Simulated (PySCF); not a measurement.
**Electronic structure of Re²⁺ (rhenium, charge +2) at the UHF level**

Configuration: [Xe] 4f14 5d4 6p1, one real determinant (an excited configuration). Calculation: PySCF 2.14, in aug-cc-pVDZ-PP with ECP60MDF; a scalar-relativistic core potential.

| Item | Value |
| --- | --- |
| Total energy | -76.686067 hartree |
| One-electron energy | -121.9025 hartree |
| Hartree (Coulomb) energy | 52.5237 hartree |
| Exchange energy | -7.3073 hartree |
| ⟨S²⟩ | 8.7524 |
| ⟨L²⟩ | 8.016 |
| Sum of ⟨r⟩ | 19.73 bohr |
| Sum of ⟨r²⟩ | 38.51 bohr² |
| Traceless quadrupole moment −½Σ⟨3z² − r²⟩ along its main axis | -4.08 e·bohr² |

```json
{"shell": "5s α", "electrons": "1", "mean orbital energy (eV)": "-123.99", "spread (eV)": "0", "rms radius, mean of both spins (bohr)": "1.12"}
{"shell": "5s β", "electrons": "1", "mean orbital energy (eV)": "-118.46", "spread (eV)": "0", "rms radius, mean of both spins (bohr)": "1.12"}
{"shell": "5p α", "electrons": "3", "mean orbital energy (eV)": "-81.873", "spread (eV)": "0.966", "rms radius, mean of both spins (bohr)": "1.29"}
{"shell": "5p β", "electrons": "3", "mean orbital energy (eV)": "-74.077", "spread (eV)": "1.063", "rms radius, mean of both spins (bohr)": "1.29"}
{"shell": "5d α", "electrons": "4", "mean orbital energy (eV)": "-32.059", "spread (eV)": "0.758", "rms radius, mean of both spins (bohr)": "1.83"}
{"shell": "6p α", "electrons": "1", "mean orbital energy (eV)": "-17.788", "spread (eV)": "0", "rms radius, mean of both spins (bohr)": "3.55"}
```

⟨L²⟩ = 8.02 against 12 for a pure F term, so this real determinant mixes terms. Energies and moments cover only the electrons outside the core potential. Spin-orbit coupling, absent here, splits the open shell strongly.
